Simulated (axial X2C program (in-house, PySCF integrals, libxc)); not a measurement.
Worked dissociation energy of SiBr⁻: PBE, spin-free

Calculated with an in-house relativistic program for diatomic molecules. Spin-free means the one-electron spin-free X2C Hamiltonian. Basis: Br dyall-acv3z [9s10p7d5f1g], Si dyall-av3z [9s8p3d2f] (cores contracted in-house); Gaussian nuclei, density fitting, unrestricted open shells. Masses: Br 78.918 u, Si 27.977 u.

Molecular state: M_S = 1, Λ = 0 (beyond evenly filled blocks: π+α, π-α).

- E(Br-) (2M_S = 0, M_L = 0): -2606.083177 hartree
- E(Si) (2M_S = 2, M_L = 0): -289.844864 hartree
- E(SiBr⁻) at Re: -2896.001090 hartree
- ωe: 280.8 cm⁻¹
- ωexe: 1.53 cm⁻¹

(1) Work out De and D0.

Occupations by symmetry block were frozen at the best pattern of an incomplete PBE0 search. Dissociation energies refer to the lowest single-determinant-based atoms at the same level and basis. Other states lie close and PBE0, whose exact exchange favours high spin, may order them wrongly; the determinant shown need not be the ground state. The nearest other spin-free determinant of the search, M_S = 0, Λ = 2, lies 0.75 eV up at the distance of the search. The highest occupied level of some functionals is positive through self-interaction error; at Hartree–Fock it is bound.

Each atomic determinant is the lowest at this level and need not be a pure term. Totals compare only within one Hamiltonian and basis.

Results:

(1) De = -2606.083177 + (-289.844864) − (-2896.001090) = 0.07305 hartree = 1.988 eV. The zero-point energy is ωe/2 − ωexe/4 = 140 cm⁻¹ = 0.017 eV, so D0 = 1.970 eV.
